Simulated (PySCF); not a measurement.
Be(SMe)(SiH3) (CH6BeSSi), SMILES [S]([Be][SiH3])C.

Geometry optimised at B3LYP-D3(BJ)/def2-SVP. One conformer was computed; it need not be the lowest.

The numbers are results of M06-2X/def2-TZVP run with PySCF, not measurements.

Gas-phase values at a fixed geometry.

### Question
Estimate the frontier levels, gap, dipole moment and polarisability. (An estimate is asked for; the answer gives what the named calculation found.)

### Answer

```json
{
  "highest_occupied_level": "-8.32 eV",
  "lowest_empty_level": "-0.81 eV",
  "orbital_gap": "7.51 eV",
  "dipole_moment": "1.63 D",
  "quadrupole, principal values (traceless, Buckingham form, about the centre of nuclear charge)": "-7.97, 0.83, 7.15 D·Å",
  "mean_static_polarisability": "78.9 bohr³ (11.69 Å³)",
  "polarisability_principal_values": "64.7, 72.1, 99.9 bohr³"
}
```
